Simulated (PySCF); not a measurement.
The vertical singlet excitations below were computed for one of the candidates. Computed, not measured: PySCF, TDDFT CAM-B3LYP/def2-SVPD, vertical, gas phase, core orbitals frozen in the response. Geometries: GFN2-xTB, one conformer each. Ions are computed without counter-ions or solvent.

```
state  E (eV)  λ (nm)       f
   S1    6.94   178.6   0.287
   S2    7.84   158.1  0.0014
   S3    8.05   154.1  0.0034
   S4    8.10   153.0  0.0052
   S5    8.34   148.7  0.0050
   S6    8.46   146.5   0.019
   S7    8.99   137.9   0.037
   S8    9.06   136.8  0.0053
```

Triplets computed (Tamm–Dancoff): 4.39, 7.36, 7.80 eV.

Question: Which structure fits? All have the formula [C6H12P]+.
A. `CCC1=C[P+]1(C)C`
B. `C[P+]1(C)C=CCC1`
C. `CC1=C[P@@H+]1C(C)C`
D. `CC1=C(C)[PH2+]CC1`
E. `C(#CC)[P@H+](CC)C`

Answer: B. Its S1, at 6.94 eV, is the highest among the candidates; the nearest of the others has S1 at 6.40 eV. S1 is HOMO→LUMO (96%). Löwdin shares by element: HOMO carbon 74% or more, phosphorus 5% (atoms not listed hold the other 21%); LUMO carbon 68% or more, phosphorus 9% (atoms not listed hold the other 23%). At the same level the other candidates give, for their lowest levels:
- `CC1=C(C)[PH2+]CC1`: 6.17 eV (f 0.018); 6.45 eV (f 0.305); 6.80 eV (f 0.002); 7.85 eV (f 0.001); 7.92 eV (f 0.015); T1 4.19 eV; HOMO -13.14, LUMO -3.83 eV
- `CC1=C[P@@H+]1C(C)C`: 6.40 eV (f 0.019); 6.48 eV (f 0.005); 6.94 eV (f 0.062); 7.41 eV (f 0.197); 7.52 eV (f 0.041); T1 4.80 eV; HOMO -14.42, LUMO -4.31 eV
- `CCC1=C[P+]1(C)C`: 6.31 eV (f 0.005); 6.95 eV (f 0.005); 6.99 eV (f 0.126); 7.37 eV (f 0.003); 7.82 eV (f 0.225); T1 4.78 eV; HOMO -14.28, LUMO -4.03 eV
- `CC#C[P@@H+](C)CC`: 5.80 eV (f 0.000); 6.04 eV (f 0.002); 6.04 eV (f 0.005); 8.07 eV (f 0.523); 8.15 eV (f 0.043); T1 4.87 eV; HOMO -13.78, LUMO -3.66 eV
